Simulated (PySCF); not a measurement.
HLiO, charge -1, doublet, at a GFN2-xTB geometry (such geometries of metal compounds can be far from the true shape) (a state made from the parent by changing its charge; the spin is typed, not shown lowest) (in this run its highest filled SCF level lies above zero, so its values depend strongly on the basis, on diffuse functions most of all), with bond 1-2 at 1.3 times its length; CAMB3LYP/def2-SVP (PySCF).

The PySCF input:
```python
from pyscf import gto, scf, dft

mol = gto.Mole()
mol.atom = '''
    Li    0.000000    0.000000   -1.958979
    O     0.000000    0.000000    0.367566
    H     0.000000    0.000000    1.325727
'''
mol.basis = 'def2-svp'
mol.charge = -1
mol.spin = 1
mol.verbose = 4
mol.build()

mf = dft.UKS(mol)
mf.xc = 'camb3lyp'
mf.conv_tol = 1e-12
mf.kernel()
mf.analyze()
```

### Question
Write the output that PySCF gives for this input, abridged.

### Answer

```
PySCF version 2.14.0

[INPUT] verbose = 4
[INPUT] num. atoms = 3
[INPUT] num. electrons = 13
[INPUT] charge = -1
[INPUT] spin (= nelec alpha-beta = 2S) = 1
[INPUT] symmetry False subgroup None
[INPUT] Mole.unit = angstrom
[INPUT] Symbol           X                Y                Z      unit          X                Y                Z       unit  Magmom
[...]
nuclear repulsion = 10.3604309047407
number of shells = 14
number of NR pGTOs = 47
number of NR cGTOs = 28
basis = def2-svp
ecp = {}

******** <class 'pyscf.dft.uks.UKS'> ********
method = UKS
initial guess = minao
damping factor = 0
level_shift factor = 0
DIIS = <class 'pyscf.scf.diis.CDIIS'>
diis_start_cycle = 1
diis_space = 8
diis_damp = 0
SCF conv_tol = 1e-12
SCF conv_tol_grad = None
SCF max_cycles = 50
direct_scf = True
direct_scf_tol = 1e-13
number electrons alpha = 7  beta = 6
XC library pyscf.dft.libxc version 7.1.2
    S. Lehtola, C. Steigemann, M. J. T. Oliveira, and M. A. L. Marques,  SoftwareX 7, 1–5 (2018)
XC functionals = camb3lyp
    T. Yanai, D. P. Tew, and N. C. Handy,  Chem. Phys. Lett. 393, 51 (2004)
radial grids:
    Treutler-Ahlrichs [JCP 102, 346 (1995); DOI:10.1063/1.469408] (M4) radial grids

becke partition: Becke, JCP 88, 2547 (1988); DOI:10.1063/1.454033
pruning grids: <function nwchem_prune>
grids dens level: 3
symmetrized grids: False
atomic radii adjust function: <function treutler_atomic_radii_adjust>
small_rho_cutoff = 0
Set gradient conv threshold to 1e-06
tot grids = 37616
init E= -82.9519546603149

cycle= 1 E= -82.9852513910195  delta_E= -0.0333  |g|= 0.694  |ddm|= 0.959
cycle= 2 E= -78.7415096504451  delta_E= 4.24  |g|= 2.01  |ddm|= 9.96
cycle= 3 E= -83.1468070691726  delta_E= -4.41  |g|= 0.293  |ddm|= 9.88
cycle= 4 E= -83.1986581874655  delta_E= -0.0519  |g|= 0.0827  |ddm|= 0.341
cycle= 5 E= -83.203725301692  delta_E= -0.00507  |g|= 0.0106  |ddm|= 0.127
cycle= 6 E= -83.203971117921  delta_E= -0.000246  |g|= 0.00354  |ddm|= 0.0528
cycle= 7 E= -83.2039913660359  delta_E= -2.02e-05  |g|= 0.0016  |ddm|= 0.0179
cycle= 8 E= -83.2039952503988  delta_E= -3.88e-06  |g|= 0.000166  |ddm|= 0.00912
cycle= 9 E= -83.2039953234223  delta_E= -7.3e-08  |g|= 5.36e-05  |ddm|= 0.000937
cycle= 10 E= -83.2039953285679  delta_E= -5.15e-09  |g|= 3.12e-05  |ddm|= 0.000184
cycle= 11 E= -83.2039953292114  delta_E= -6.43e-10  |g|= 6.47e-06  |ddm|= 5.51e-05
cycle= 12 E= -83.2039953292636  delta_E= -5.23e-11  |g|= 7.7e-07  |ddm|= 1.94e-05
[...]
converged SCF energy = -83.2039953292663  <S^2> = 0.75031649  2S+1 = 2.0003165
**** SCF Summaries ****
Total Energy =                         -83.203995329266306
Nuclear Repulsion Energy =              10.360430904740690
One-electron Energy =                 -138.288896317931517
Two-electron Energy =                   44.724470083924516
Two-electron Coulomb Energy =           55.695761922011485
DFT Exchange-Correlation Energy =      -10.971291838086966
**** MO energy ****
                             alpha | beta                alpha | beta
[...]
To work with the spin densities directly, `use mulliken_meta_spin()` only printing them here.

 ** Mulliken spin pop alpha/beta on meta-lowdin orthogonal AOs **
 ** Mulliken Spin Density (per AO)  **
spin_pop of  0 Li 1s        0.00034
spin_pop of  0 Li 2s        0.78610
spin_pop of  0 Li 3s        0.07153
spin_pop of  0 Li 2px       0.00371
spin_pop of  0 Li 2py       0.00371
spin_pop of  0 Li 2pz       0.10258
spin_pop of  0 Li 3px       0.00008
spin_pop of  0 Li 3py       0.00008
spin_pop of  0 Li 3pz       0.00431
spin_pop of  1 O 1s        0.00000
spin_pop of  1 O 2s        0.01391
spin_pop of  1 O 3s        0.00498
spin_pop of  1 O 2px      -0.00386
spin_pop of  1 O 2py      -0.00386
spin_pop of  1 O 2pz       0.00784
spin_pop of  1 O 3px       0.00010
spin_pop of  1 O 3py       0.00010
spin_pop of  1 O 3pz       0.00537
spin_pop of  1 O 3dxy      0.00000
spin_pop of  1 O 3dyz     -0.00001
spin_pop of  1 O 3dz^2     0.00003
spin_pop of  1 O 3dxz     -0.00001
spin_pop of  1 O 3dx2-y2    0.00000
spin_pop of  2 H 1s        0.00117
spin_pop of  2 H 2s        0.00166
spin_pop of  2 H 2px      -0.00002
spin_pop of  2 H 2py      -0.00002
spin_pop of  2 H 2pz       0.00018
 ** Mulliken Spin Density (per atom)  **
spin density of  0 Li =      0.97244
spin density of  1 O =      0.02459
spin density of  2 H =      0.00297
 ** Mulliken pop alpha/beta on meta-lowdin orthogonal AOs **
 ** Mulliken pop       alpha | beta **
[...]
In total             7.00000 | 6.00000
 ** Mulliken atomic charges   ( Nelec_alpha | Nelec_beta ) **
charge of  0Li =     -0.18342  (     2.07793      1.10549 )
charge of  1O =     -1.04187  (     4.53323      4.50864 )
charge of  2H =      0.22529  (     0.38884      0.38587 )

WARN: System has nonzero charge -1; the dipole moment is origin-dependent.
Location of origin: [0. 0. 0.]

Dipole moment(X, Y, Z, Debye):  0.00000,  0.00000,  5.50102
```
